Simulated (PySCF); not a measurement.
Gas-phase reaction: CuF + BrF ⇌ CuBr + 2 F

Energies from PySCF, thermal terms from the rigid-rotor harmonic-oscillator model, ideal gas at 1 bar. † marks an energy on the PBE0/def2-TZVP geometry and frequencies; other levels use their own. Open shells (unrestricted): F (multiplicity 2); the rest are closed-shell singlets. Spin-orbit splitting is ignored; it lowers the true energy and changes the entropy of F. Br, Cu: all electrons, no relativistic terms.

PBE/def2-SVP gives ΔH°(298 K) = 370 kJ.

Question: What do PBE0/def2-TZVP, r2SCAN/def2-TZVP†, BLYP/def2-TZVP† give?

Answer: PBE0/def2-TZVP: 304 kJ; r2SCAN/def2-TZVP†: 322 kJ; BLYP/def2-TZVP†: 377 kJ. For scale, ΔH°(298 K) is 370 kJ at this level, 325 kJ at ωB97M-V/def2-TZVP†, and runs from 6 to 491 kJ over the 20 levels computed († marks an energy on the PBE0/def2-TZVP geometry).
